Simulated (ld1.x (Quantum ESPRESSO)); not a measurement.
## PBEsol PAW dataset for germanium, scalar-relativistic all-electron reference.

ld1.x (Quantum ESPRESSO) 7.5 input, shortened:

```
&input
   title='Ge', zed=32., rel=1, dft='PBESOL', iswitch=3,
   config='[Ar] 3d10 4s2 4p1.5'
 /
 &inputp
   pseudotype=3, lpaw=.true., tm=.true., lloc=-1, rcloc=1.95,
   nlcc=.true., new_core_ps=.true., rcore=0.45,
   which_augfun='PSQ', rmatch_augfun_nc=.true.
 /
6
4S  1  0   2.00   0.00  1.80  2.00  0.0
4S  1  0   0.00  -0.35  1.80  2.00  0.0
3P  2  1   6.00   0.00  0.90  1.00  0.0
4P  3  1   1.50   0.00  0.90  1.00  0.0
3D  3  2  10.00   0.00  0.60  0.80  0.0
3D  3  2   0.00  -2.00  0.60  0.80  0.0
 &test
   configts(1)='3p6 3d10 4s2 4p1.5'
 /
```

All-electron outer shells of the reference configuration (PBEsol, scalar-relativistic, ld1.x):

| shell | level (eV) | outermost node (bohr) | outermost maximum (bohr) |
| --- | --- | --- | --- |
| 3s | -172.36 | 0.26 | 0.54 |
| 3p | -119.67 | 0.23 | 0.54 |
| 3d | -33.55 | – | 0.50 |
| 4s | -15.62 | 0.77 | 1.73 |
| 4p | -7.39 | 0.82 | 2.14 |

Results:

* Cutoffs needed: 260 Ry and over 300 Ry (the cutoffs (Ry, on a coarse ladder) from which the occupation-weighted sum of valence levels, in a spherical-Bessel basis at the reference potential, stays within 10 and 1 mRy of its value at 400 Ry)
* Ghost test: no extra level below or beside the all-electron valence levels (s, p, d, f tested) (spherical-Bessel basis up to 400 Ry, 20 bohr box)
* Configuration tests: test run stopped at test 5 of 7 (negative rho)
* Lowest eigenvalue of the overlap operator: 0.21 (p channel)
* Density cutoff estimated by the generator: 1119 Ry

Generation and tests took about 3.9 s on one core of a shared server CPU.
